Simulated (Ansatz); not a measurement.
One change: `CB(S)C[SiH3]` becomes `CB(N)C[SiH3]`.

Ansatz, PBE0-D4/def2-TZVP geometries, multiplicity 1. Each molecule was computed in one conformer, which needn't be the lowest.

| property | `CB(S)C[SiH3]` |
| --- | --- |
| LUMO energy (ωB97M-V/def2-TZVPP) / eV | 1.38 |
| LUMO energy (PBE/def2-TZVPP) / eV | -1.50 |
| size of the dipole moment (B3LYP/def2-TZVPP) / D | 1.21 |
| HOMO energy (B3LYP/def2-TZVPP) / eV | -7.52 |
| size of the dipole moment (ωB97M-V/def2-TZVPP) / D | 1.22 |
| size of the dipole moment (PBE/def2-TZVPP) / D | 1.20 |

Q: Give the same properties after the change, and the shifts. (An estimate is asked.)

A: Ansatz gave: 
```
                                          property  `CB(N)C[SiH3]`  shift
             LUMO energy (ωB97M-V/def2-TZVPP) / eV            1.90   0.52
                 LUMO energy (PBE/def2-TZVPP) / eV           -0.25   1.25
  size of the dipole moment (B3LYP/def2-TZVPP) / D            1.68   0.47
               HOMO energy (B3LYP/def2-TZVPP) / eV           -7.74  -0.22
size of the dipole moment (ωB97M-V/def2-TZVPP) / D            1.68   0.46
    size of the dipole moment (PBE/def2-TZVPP) / D            1.75   0.55
```

With PBE0 the HOMO falls by 0.21 eV and the LUMO rises by 1.12 eV, so the gap widens by about 1.33 eV. PBE moves the HOMO by -0.04 eV and ωB97M-V by -0.35 eV. Dipoles are sizes alone; their direction can turn.

B3LYP here is the variant with VWN-RPA as its local correlation; programs differ in this.
